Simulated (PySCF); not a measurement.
## Electron correlation in Cd²⁺ (cadmium, charge +2)

[Kr] 4d9 5p1, one real determinant (an excited configuration). Computed with PySCF 2.14 in def2-TZVPPD with the def2 core potential (28 electrons) (6s4p3d2f1g, 56 functions), with a scalar-relativistic core potential. Frozen: 4s2 4p6; 10 electrons correlated.

| level | correlation energy (mhartree) |
| --- | --- |
| CCSD | -295.52 |
| (T) | -7.20 |
| CCSD(T) | -302.72 |

Diagnostics: T1 = 0.0068, D1 = 0.0298, largest double amplitude 0.042.

**Question.** Is a single reference adequate?

**Answer.** Yes, within this model without spin-orbit coupling: T1 lies below 0.03 and no double amplitude reaches 0.07.

The reference is one real determinant that mixes LS terms of this configuration.
